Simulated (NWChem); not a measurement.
**Correlation energy of Ga (+1)**

```xyz
1

Ga     0.0000     0.0000     0.0000
```
Charge +1, spin multiplicity 1.

Program: NWChem.

Basis set: 3-21G. Each correlation energy counts from its own Hartree-Fock reference.

The Hamiltonian is non-relativistic. The correlated methods keep 9 core orbitals frozen. Coupled-cluster values serve here as a point of comparison, not as the truth.

**Question.** For the correlation energy, MP2 gives -22.3 mHa and SCS-MP2 gives -26.5 mHa. What do CCSD, CCSD+T(CCSD), CCSD(T) give?

**Answer.** CCSD: -36.6 mHa; CCSD+T(CCSD): -36.6 mHa; CCSD(T): -36.6 mHa.
